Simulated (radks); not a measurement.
Values are calculated unless marked as measured or tabulated.
Pr3+, 56 electrons, occupied as [Xe] 4f1 6s1 (not the ground configuration).

Level of theory: Dirac Kohn-Sham, PBE, spin-unpolarised, spherical densities, finite nucleus; open shells fill j = l - 1/2 first; Fermi nuclear charge, rms radius 4.8919 fm (a radial shooting solver on a logarithmic mesh with Libxc functionals).

Energy parts (hartree):
part                       energy
total                  -9240.3062
kinetic                 9938.6521
electron-nucleus      -22464.0160
Hartree                 3500.1851
exchange-correlation    -215.1274

Orbitals (lengths in bohr, moments of r in powers of bohr; r(max) is where P^2 peaks):
[
 {"orbital": "1s1/2", "occ.": "2", "eigenvalue (hartree)": "-1536.676", "<r^4>": "1.646e-06", "<1/r>": "64.69", "r(max)": "0.01541"},
 {"orbital": "2s1/2", "occ.": "2", "eigenvalue (hartree)": "-248.4179", "<r^4>": "0.0002692", "<1/r>": "15.28", "r(max)": "0.08741"},
 {"orbital": "2p1/2", "occ.": "2", "eigenvalue (hartree)": "-234.8637", "<r^4>": "0.0001689", "<1/r>": "15.26", "r(max)": "0.06651"},
 {"orbital": "2p3/2", "occ.": "4", "eigenvalue (hartree)": "-217.1463", "<r^4>": "0.0002123", "<1/r>": "13.77", "r(max)": "0.07186"},
 {"orbital": "3s1/2", "occ.": "2", "eigenvalue (hartree)": "-54.88214", "<r^4>": "0.01087", "<1/r>": "5.525", "r(max)": "0.2493"},
 {"orbital": "3p1/2", "occ.": "2", "eigenvalue (hartree)": "-49.11700", "<r^4>": "0.01008", "<1/r>": "5.438", "r(max)": "0.2361"},
 {"orbital": "3p3/2", "occ.": "4", "eigenvalue (hartree)": "-45.60813", "<r^4>": "0.01197", "<1/r>": "5.066", "r(max)": "0.2477"},
 {"orbital": "3d3/2", "occ.": "4", "eigenvalue (hartree)": "-35.54485", "<r^4>": "0.009076", "<1/r>": "4.932", "r(max)": "0.1987"},
 {"orbital": "3d5/2", "occ.": "6", "eigenvalue (hartree)": "-34.78919", "<r^4>": "0.009576", "<1/r>": "4.838", "r(max)": "0.2020"},
 {"orbital": "4s1/2", "occ.": "2", "eigenvalue (hartree)": "-12.15114", "<r^4>": "0.2724", "<1/r>": "2.302", "r(max)": "0.5783"},
 {"orbital": "4p1/2", "occ.": "2", "eigenvalue (hartree)": "-9.98634", "<r^4>": "0.3163", "<1/r>": "2.199", "r(max)": "0.5864"},
 {"orbital": "4p3/2", "occ.": "4", "eigenvalue (hartree)": "-9.21969", "<r^4>": "0.3730", "<1/r>": "2.077", "r(max)": "0.6107"},
 {"orbital": "4d3/2", "occ.": "4", "eigenvalue (hartree)": "-5.65613", "<r^4>": "0.5540", "<1/r>": "1.865", "r(max)": "0.6277"},
 {"orbital": "4d5/2", "occ.": "6", "eigenvalue (hartree)": "-5.51957", "<r^4>": "0.5836", "<1/r>": "1.835", "r(max)": "0.6355"},
 {"orbital": "4f5/2", "occ.": "1", "eigenvalue (hartree)": "-1.46070", "<r^4>": "2.687", "<1/r>": "1.362", "r(max)": "0.6585"},
 {"orbital": "4f7/2", "occ.": "0", "eigenvalue (hartree)": "-1.44421", "<r^4>": "2.771", "<1/r>": "1.352", "r(max)": "0.6626"},
 {"orbital": "5s1/2", "occ.": "2", "eigenvalue (hartree)": "-2.64869", "<r^4>": "7.613", "<1/r>": "0.9312", "r(max)": "1.315"},
 {"orbital": "5p1/2", "occ.": "2", "eigenvalue (hartree)": "-2.02245", "<r^4>": "11.50", "<1/r>": "0.8385", "r(max)": "1.421"},
 {"orbital": "5p3/2", "occ.": "4", "eigenvalue (hartree)": "-1.89613", "<r^4>": "13.59", "<1/r>": "0.7974", "r(max)": "1.482"},
 {"orbital": "6s1/2", "occ.": "1", "eigenvalue (hartree)": "-0.85606", "<r^4>": "182.7", "<1/r>": "0.4018", "r(max)": "3.002"}
]

The highest occupied level is 6s1/2 at -23.295 eV. The configuration is held as typed, so some empty levels lie below it. The density falls to 0.001 e/bohr^3 at r = 4.20 bohr. Summed over all electrons, <r^2> = 46.11 bohr^2, which gives a Langevin (diamagnetic) susceptibility term of -36.5 x 10^-6 cm^3/mol.
